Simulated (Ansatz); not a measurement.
`CN(C)[Si](Br)(Br)N(C)C`, 21 atoms. Total charge 0; spin multiplicity 1. Correlated methods include outer-core shells of Br, which these sets cover unevenly. Scalar relativity is left out up to krypton. All runs use 6 threads of an AMD EPYC 7R13 on a shared host and a share of an NVIDIA H100 80 GB. Correlated methods freeze the cores.

Problem. How many basis functions does each run have, and how long does it take in Ansatz? RKS B2PLYP (frozen core)/def2-TZVPP energy; RHF-CCSD(T)/def2-TZVPP energy; RKS PBE0-D4/def2-SVP energy; RHF-MP2/def2-QZVPP energy; RKS PBE0-D4/def2-TZVP relaxation (8 steps); RKS r2SCAN0-D4/def2-TZVPP energy; RKS ωB97M-V/def2-SVP energy; direct RPA on PBE orbitals/def2-TZVPP energy; RKS r2SCANh-D4/def2-TZVPP energy; RHF-CCSD(T)/def2-SVP energy; RKS PBE0-D4/def2-QZVPP energy; RKS HSE06 (plane-wave form)-D4/def2-TZVPP energy. (Estimate.)

Solution. Ansatz gave: Other jobs shared the machine, so times are rough.

```csv
level,job,functions,wall time,peak host memory (GiB)
RKS r2SCAN0-D4/def2-TZVPP,energy,492,2.7 s,1.1
RKS HSE06 (plane-wave form)-D4/def2-TZVPP,energy,492,3.1 s,1.1
RKS r2SCANh-D4/def2-TZVPP,energy,492,3.4 s,1.1
RKS PBE0-D4/def2-SVP,energy,226,4 s,0.88
direct RPA on PBE orbitals/def2-TZVPP,energy,492,4.6 s,2.7
RKS ωB97M-V/def2-SVP,energy,226,5.5 s,0.98
RHF-CCSD(T)/def2-SVP,energy,226,6 s,0.85
RKS PBE0-D4/def2-QZVPP,energy,950,6 s,1.6
RKS B2PLYP (frozen core)/def2-TZVPP,energy,492,6 s,2.7
RHF-MP2/def2-QZVPP,energy,950,9 s,1.7
RKS PBE0-D4/def2-TZVP,relaxation (8 steps),391,18 s,1.2
RHF-CCSD(T)/def2-TZVPP,energy,492,57 s,2.6
```
